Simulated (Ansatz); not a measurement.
Geometry optimisation, RKS PBE-D4/STO-3G in Ansatz 0.2.0.

Input:

```yaml
crystal:
  periodic: [false, false, false]
  atoms:
    - { symbol: Si, position_ang: [0.0, 0.0, 0.0] }
    - { symbol: Cl, position_ang: [0.0, 0.0, 2.13] }
    - { symbol: "N", position_ang: [1.7163, 0.0, -0.6061] }
    - { symbol: C, position_ang: [2.4072, -1.273, -0.8567] }
    - { symbol: H, position_ang: [1.7433, -1.947, -1.4373] }
    - { symbol: H, position_ang: [3.3364, -1.083, -1.4334] }
    - { symbol: H, position_ang: [2.6645, -1.7518, 0.1112] }
    - { symbol: C, position_ang: [2.4114, 1.273, -0.8449] }
    - { symbol: H, position_ang: [3.0382, 1.1875, -1.757] }
    - { symbol: H, position_ang: [1.6647, 2.0824, -0.9844] }
    - { symbol: H, position_ang: [3.0569, 1.5118, 0.0259] }
    - { symbol: H, position_ang: [-0.6877, 1.1914, -0.4862] }
    - { symbol: "N", position_ang: [-0.8572, -1.4851, -0.6061] }
    - { symbol: C, position_ang: [-1.5991, -2.3398, 0.332] }
    - { symbol: H, position_ang: [-1.2218, -2.1735, 1.3626] }
    - { symbol: H, position_ang: [-2.6791, -2.0872, 0.2887] }
    - { symbol: H, position_ang: [-1.4574, -3.4051, 0.0541] }
    - { symbol: C, position_ang: [-0.8082, -1.8308, -2.034] }
    - { symbol: H, position_ang: [-1.6103, -1.2865, -2.5747] }
    - { symbol: H, position_ang: [0.1794, -1.5432, -2.4511] }
    - { symbol: H, position_ang: [-0.9565, -2.9241, -2.1559] }
basis:
  gaussian: { orbitals: STO-3G }
hamiltonian:
  xc: pbe
  dispersion: d4
relax:
  f_tol: 0.02
  max_steps: 40
```

Launched with:

```bash
$ ansatz run input.yaml --threads 1 --pin off --max-ram 2048MiB --backend cpu --events-out ev --progress --plain --runs-dir out
```

Question: Where does it end, and by what steps?

Answer: The run converged. The force dipped under the threshold on the way, but the program's further checks kept it going. Limits of this set-up: minimal basis. After 10 steps the energy has fallen by 0.735 eV; H7 moved furthest, 0.80 Å.

```csv
step,energy less start (eV),largest force component (eV/Å),accepted
0,0.0000,3.453,yes
1,-0.4702,1.123,yes
2,-0.5917,0.566,yes
3,-0.6610,0.265,yes
4,-0.7028,0.509,yes
5,-0.7150,0.468,yes
6,-0.7289,0.122,yes
7,-0.7236,0.304,no
8,-0.7340,0.024,yes
9,-0.7348,0.016,yes
10,-0.7351,0.016,yes
```

```xyz
21
Properties=species:S:1:pos:R:3
Si 0.096 -0.172 -0.049
Cl 0.213 -0.256 2.086
N 1.616 -0.042 -0.895
C 2.554 -1.205 -0.789
H 1.949 -2.135 -0.750
H 3.218 -1.239 -1.681
H 3.202 -1.160 0.120
C 2.337 1.269 -0.873
H 3.048 1.317 -1.728
H 1.605 2.096 -0.979
H 2.923 1.435 0.064
H -0.656 1.049 -0.351
N -0.551 -1.751 -0.539
C -1.706 -2.287 0.256
H -1.484 -2.160 1.335
H -2.680 -1.785 0.031
H -1.828 -3.370 0.039
C -0.832 -1.845 -2.014
H -1.760 -1.306 -2.333
H 0.029 -1.424 -2.574
H -0.951 -2.913 -2.298
```

Whether the end is a true minimum wasn't checked by a vibrational analysis.

The run took 78 s on 1 thread of Arm Neoverse V2, with other jobs on the host, peak memory 0.18 GiB.
